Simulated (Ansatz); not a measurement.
The cluster Si3O6. The state is a triplet with charge 0. Geometry PBE0-D4/def2-SVP, that of the neutral singlet.

Cartesian coordinates in Å:
```
Si 0.000 0.000 0.000
Si 1.692 1.378 -0.951
Si -1.692 -1.378 0.951
O 1.280 -0.250 -1.048
O -0.135 -0.919 1.391
O 0.403 1.620 0.103
O -1.548 -0.451 -0.446
O -2.768 -2.253 1.555
O 2.767 2.254 -1.556
```

At PBE-D4/def2-TZVP, r2SCAN-D4/def2-TZVP the gap within one spin of the charge 0 triplet nearly closes, so an electron or hole may be smeared out by delocalisation error. At PBE0-D4/def2-TZVP a singlet of charge 0 lies 4.81 eV below the triplet at the same geometry. The structure comes from a short search, and lower isomers may exist.

**Question.** Estimate the α-spin orbital energies around the gap (eV) in Ansatz with PBE-D4/def2-TZVP, r2SCAN-D4/def2-TZVP, PBE0-D4/def2-TZVP.

**Answer.** 
```
orbital  PBE-D4/def2-TZVP  r2SCAN-D4/def2-TZVP  PBE0-D4/def2-TZVP
 HOMO−5             -9.43                -9.62             -10.83
 HOMO−4             -9.34                -9.42             -10.81
 HOMO−3             -9.08                -9.38             -10.51
 HOMO−2             -9.08                -9.24              -9.46
 HOMO−1             -8.90                -9.17              -9.24
   HOMO             -4.08                -4.15              -5.23
   LUMO             -3.24                -3.03              -2.12
 LUMO+1             -2.29                -2.52              -1.97
 LUMO+2             -2.28                -1.82              -0.59
 LUMO+3             -0.22                -0.05               0.04
 LUMO+4             -0.21                 0.47               1.18
 LUMO+5              0.51                 1.05               1.57
 β HOMO             -8.75                -8.61              -9.24
 β LUMO             -8.72                -8.58              -7.75
```
